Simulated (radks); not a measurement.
Excited configurations of Dy II: one electron is placed in a higher orbital outside [Xe] 4f10. The ground configuration is [Xe] 4f10 6s1. Method: scalar-relativistic Kohn-Sham, LDA (Slater exchange, Perdew-Wang correlation), spin-polarised, spherical densities, point nucleus; open shells are filled with parallel spins first (spin-orbit coupling, left out, can overturn this in heavy ions); computed with a radial shooting solver on a logarithmic mesh with Libxc functionals. Excitation = E - E(ground); binding = E(ion) - E, where the ion is the core of charge +2; n* = 2/sqrt(2 binding) in atomic units, and the quantum defect is n - n*.

outer orbital,excitation (eV),binding (eV),n*,quantum defect,eigenvalue (eV),<r> (bohr)
5d,2.120,10.002,2.333,2.667,-6.362,2.880
5f,8.563,3.559,3.910,1.090,-2.579,8.572
6p,3.624,8.498,2.531,3.469,-6.521,4.630
6d,7.318,4.804,3.366,2.634,-3.657,7.433
6f,9.747,2.375,4.787,1.213,-1.832,14.79
7s,6.466,5.656,3.102,3.898,-4.530,7.567
7p,7.665,4.457,3.494,3.506,-3.534,9.146
7d,9.193,2.929,4.310,2.690,-2.315,13.14
7f,10.437,1.685,5.683,1.317,-1.338,22.41

The Delta-SCF ionisation energy is 12.122 eV (NIST Atomic Spectra Database: 11.65 eV, semi-empirical). Self-interaction in the functional shifts the binding energies and quantum defects, so they are the method's values and not measured ones. Open shells are spherical and high-spin; term and fine-structure splittings are not resolved. Spin-orbit splitting is averaged out at the scalar-relativistic level.
